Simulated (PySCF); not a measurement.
W, quintet (core potentials on W); SVWN5/def2-SVP in PySCF.

Here is a job for PySCF.
```python
from pyscf import gto, scf, dft

mol = gto.Mole()
mol.atom = '''
    W     0.00000000    0.00000000    0.00000000
'''
mol.basis = 'def2-svp'
mol.ecp = {'W': 'def2-svp'}
mol.spin = 4
mol.verbose = 4
mol.build()

mf = dft.UKS(mol)
mf.xc = 'lda,vwn'
mf.kernel()
mf.analyze()
```

Output, abridged:

```
PySCF version 2.14.0

[INPUT] verbose = 4
[INPUT] num. atoms = 1
[INPUT] num. electrons = 14
[INPUT] charge = 0
[INPUT] spin (= nelec alpha-beta = 2S) = 4
[INPUT] symmetry False subgroup None
[INPUT] Mole.unit = angstrom
[INPUT] Symbol           X                Y                Z      unit          X                Y                Z       unit  Magmom
[...]
nuclear repulsion = 0
number of shells = 12
number of NR pGTOs = 57
number of NR cGTOs = 32
basis = def2-svp
ecp = {'W': 'def2-svp'}

******** <class 'pyscf.dft.uks.UKS'> ********
method = UKS
initial guess = minao
damping factor = 0
level_shift factor = 0
DIIS = <class 'pyscf.scf.diis.CDIIS'>
diis_start_cycle = 1
diis_space = 8
diis_damp = 0
SCF conv_tol = 1e-09
SCF conv_tol_grad = None
SCF max_cycles = 50
direct_scf = True
direct_scf_tol = 1e-13
number electrons alpha = 9  beta = 5
XC library pyscf.dft.libxc version 7.1.2
    S. Lehtola, C. Steigemann, M. J. T. Oliveira, and M. A. L. Marques,  SoftwareX 7, 1–5 (2018)
XC functionals = lda,vwn
    P. A. M. Dirac,  Math. Proc. Cambridge Philos. Soc. 26, 376 (1930)
    F. Bloch,  Z. Phys. 57, 545 (1929)
    S. H. Vosko, L. Wilk, and M. Nusair,  Can. J. Phys. 58, 1200 (1980)
radial grids:
    Treutler-Ahlrichs [JCP 102, 346 (1995); DOI:10.1063/1.469408] (M4) radial grids

becke partition: Becke, JCP 88, 2547 (1988); DOI:10.1063/1.454033
pruning grids: <function nwchem_prune>
grids dens level: 3
symmetrized grids: False
atomic radii adjust function: <function treutler_atomic_radii_adjust>
small_rho_cutoff = 0
Set gradient conv threshold to 3.16228e-05
tot grids = 24312
init E= -54.9046881063652

cycle= 1 E= -66.7542504068681  delta_E= -11.8  |g|= 0.104  |ddm|= 5.08
cycle= 2 E= -66.7502790132115  delta_E= 0.00397  |g|= 0.129  |ddm|=  1.5
cycle= 3 E= -66.7637394216261  delta_E= -0.0135  |g|= 0.0461  |ddm|= 1.13
cycle= 4 E= -66.7593200998012  delta_E= 0.00442  |g|= 0.069  |ddm|= 1.16
cycle= 5 E= -66.7631955874773  delta_E= -0.00388  |g|= 0.0498  |ddm|= 0.694
cycle= 6 E= -66.7622423260173  delta_E= 0.000953  |g|= 0.0542  |ddm|= 1.03
cycle= 7 E= -66.7629173843947  delta_E= -0.000675  |g|= 0.0498  |ddm|= 0.0598
cycle= 8 E= -66.7638698582439  delta_E= -0.000952  |g|= 0.0454  |ddm|= 0.443
cycle= 9 E= -66.7634279245922  delta_E= 0.000442  |g|= 0.0458  |ddm|= 1.15
cycle= 10 E= -66.7633545772467  delta_E= 7.33e-05  |g|= 0.0483  |ddm|= 0.247
cycle= 11 E= -66.7631990470735  delta_E= 0.000156  |g|= 0.0475  |ddm|= 0.199
[...]
cycle= 42 E= -66.7637241069911  delta_E= -0.000211  |g|= 0.045  |ddm|= 0.151
cycle= 43 E= -66.7637773433409  delta_E= -5.32e-05  |g|= 0.0429  |ddm|= 0.812
cycle= 44 E= -66.7633234368093  delta_E= 0.000454  |g|= 0.0463  |ddm|= 0.953
cycle= 45 E= -66.7636068258202  delta_E= -0.000283  |g|= 0.0476  |ddm|= 0.569
cycle= 46 E= -66.7632870938024  delta_E= 0.00032  |g|= 0.0469  |ddm|= 0.628
cycle= 47 E= -66.7633680184416  delta_E= -8.09e-05  |g|= 0.0471  |ddm|= 0.0832
cycle= 48 E= -66.7633426731417  delta_E= 2.53e-05  |g|= 0.0473  |ddm|= 0.00452
cycle= 49 E= -66.7637323603838  delta_E= -0.00039  |g|= 0.0463  |ddm|=  0.9
cycle= 50 E= -66.7637788301026  delta_E= -4.65e-05  |g|= 0.0463  |ddm|= 0.288
SCF not converged.
SCF energy = -66.7637788301026 after 50 cycles  <S^2> = 6.0084414  2S+1 = 5.0033754
**** SCF Summaries ****
Total Energy =                         -66.763778830102581
Nuclear Repulsion Energy =               0.000000000000000
One-electron Energy =                 -112.425488956099883
Two-electron Energy =                   45.661710125997310
Two-electron Coulomb Energy =           52.980348124257574
DFT Exchange-Correlation Energy =       -7.318637998260265
**** MO energy ****
                             alpha | beta                alpha | beta
[...]
spin_pop of  0 W 5s        0.00064
spin_pop of  0 W 6s       -0.01202
spin_pop of  0 W 7s        0.00552
spin_pop of  0 W 8s        0.00164
spin_pop of  0 W 9s        0.00177
spin_pop of  0 W 10s        0.00257
spin_pop of  0 W 5px       0.00411
spin_pop of  0 W 5py       0.00411
spin_pop of  0 W 5pz       0.00413
spin_pop of  0 W 6px      -0.00240
spin_pop of  0 W 6py      -0.00241
spin_pop of  0 W 6pz      -0.00242
spin_pop of  0 W 7px      -0.00171
spin_pop of  0 W 7py      -0.00170
spin_pop of  0 W 7pz      -0.00171
spin_pop of  0 W 5dxy      0.56168
spin_pop of  0 W 5dyz      0.65267
spin_pop of  0 W 5dz^2     0.57703
spin_pop of  0 W 5dxz      0.64943
spin_pop of  0 W 5dx2-y2    0.27972
spin_pop of  0 W 6dxy      0.26222
spin_pop of  0 W 6dyz      0.30500
spin_pop of  0 W 6dz^2     0.26928
spin_pop of  0 W 6dxz      0.30963
spin_pop of  0 W 6dx2-y2    0.13322
spin_pop of  0 W 5f-3     -0.00000
spin_pop of  0 W 5f-2     -0.00000
spin_pop of  0 W 5f-1     -0.00000
spin_pop of  0 W 5f+0     -0.00000
spin_pop of  0 W 5f+1     -0.00000
spin_pop of  0 W 5f+2     -0.00000
spin_pop of  0 W 5f+3     -0.00000
In total             9.00000 | 5.00000
Dipole moment(X, Y, Z, Debye):  0.00000, -0.00000,  0.00000
```

Convergence was not reached.
